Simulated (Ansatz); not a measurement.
Molecule: sum formula SiH₂S₂Cl₂ (charge 0, singlet). SMILES: S[Si](Cl)(Cl)S
Structure (B3LYP-D3(BJ)/def2-TZVP (Ansatz, a quantum-chemistry and plane-wave program) minimum search):
```xyz
7

S      1.8872     0.0742    -0.9528
Si    -0.0040     0.0035     0.0024
S     -1.1892    -1.4799    -0.9477
Cl     0.1202    -0.4107     2.0125
Cl    -0.7777     1.8926    -0.1880
H      2.1641    -1.2148    -0.6822
H     -2.0997    -1.5372     0.0415
```
Charge 0, spin multiplicity 1.

Property: atomisation energy (electronic, to ground-state atoms), in kJ/mol. Valence correlation only, unless marked. UHF or UKS for open shells. Spin-orbit coupling is left out. No relativistic terms. The coupled-cluster limit lacks core correlation, which all-electron functionals hold. Basis-set limits of correlation are two-point, X^-3; Hartree-Fock from the larger set (for Q and 5 zeta extrapolated as (X+1)exp(-9√X)).

```tsv
level	program	atomisation energy (kJ/mol)
PBE-D3(BJ)/def2-TZVPD	Ansatz + dftd3	?
revPBE-D4/def2-TZVPD	Ansatz + dftd4	?
r2SCAN/def2-TZVPD	Ansatz	2204.5
r2SCAN-D4/def2-TZVPD	Ansatz + dftd4	2211.7
PBE0-D3(BJ)/def2-TZVP	Ansatz + dftd3	?
CAM-B3LYP-D4/def2-TZVPD	Ansatz + dftd4	2144.4
LC-wPBE-D4/def2-TZVPD	Ansatz + dftd4	?
PBE-QIDH/def2-TZVPD	Ansatz	2175.3
SCS-MP2/aug-cc-pV(D+d)Z	Ansatz	2014.3
SCS-MP2/cc-pV(D+d)Z	Ansatz	1962.6
SCS-MP2/cc-pV(Q+d)Z	Ansatz	2190.8
CCSD/aug-cc-pV(Q+d)Z	Ansatz	2112.8
CCSD(T)/CBS(cc-pV(Q+d)Z,cc-pV(5+d)Z)	Ansatz	2205.8
```

Q: What belongs in the gaps?

A: 
- PBE-D3(BJ)/def2-TZVPD, atomisation energy (kJ/mol): 2221.9
- revPBE-D4/def2-TZVPD, atomisation energy (kJ/mol): 2173.5
- PBE0-D3(BJ)/def2-TZVP, atomisation energy (kJ/mol): 2193.1
- LC-wPBE-D4/def2-TZVPD, atomisation energy (kJ/mol): 2169.4
